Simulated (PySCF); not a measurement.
System (SMILES): O=BF.
Geometry (B3LYP-D3(BJ)/def2-TZVP, fixed):
```xyz
3

F      0.0000     0.0000    -1.1989
B      0.0000     0.0000     0.0871
O      0.0000     0.0000     1.2943
```

Basis-set convergence of the isotropic shielding of F1 at HF with PySCF. GIAO, no density fitting; atoms are numbered in the order shown. All functions are spherical. No added dispersion term, no relativity. Reference: the value in pcseg-3, 404.39 ppm, itself unsure by roughly 0.28 ppm (its distance from pcSseg-2). Deviations are taken from unrounded values. Cost is core time over that of pcSseg-2, rough, on shared machines of one kind; a dash marks a row that isn't timed (too short, read off another run, short of memory, by another algorithm or on other hardware).

```tsv
basis	functions	isotropic shielding of F1 (ppm)	minus reference (ppm)	cost
6-31G	27	395.82	-8.57	-
pcseg-0	27	413.83	9.43	-
6-31G**	42	406.69	2.30	-
cc-pVDZ	42	407.28	2.88	-
pcSseg-1	51	398.72	-5.67	-
6-311+G**	66	405.90	1.50	0.4×
aug-pcseg-1	69	410.18	5.78	0.3×
pcSseg-2	108	404.68	0.28	1×
6-311++G(3df,3pd)	117	404.25	-0.15	1×
def2-TZVPPD	117	403.97	-0.43	2×
aug-pcseg-2	138	402.93	-1.46	3×
def2-QZVPP	171	405.00	0.60	6×
pcseg-3	180	404.39	0.00	9×
```
